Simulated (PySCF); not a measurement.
A run for PySCF: R-BP86/6-31G* on AlClH3N (SMILES [NH2][AlH][Cl]), a point of a torsion scan.

```python
from pyscf import gto, scf, dft, mp
from pyscf.data.elements import chemcore

mol = gto.M(
    atom='''
    N    -0.99654224   -0.13647064   -0.00638070
    Al    0.73093740    0.25711643    0.08546692
    Cl    1.94786540   -0.35261597    1.58284073
    H    -1.53313004   -0.68600172    0.65518777
    H    -1.61801302    0.16010156   -0.74677045
    H     1.33126680    1.10346246   -1.02873208
    ''',
    basis='6-31g*',
    cart=True,
    charge=0, spin=0, verbose=3, max_memory=1800)
mf = dft.RKS(mol, xc='b88,p86')
mf.conv_tol = 1e-8
mf.max_cycle = 100
mf.kernel()
if not mf.converged:
    mf = mf.newton().run(mf.mo_coeff, mf.mo_occ)
```

Give the final energy of this run.

-759.3046 hartree.
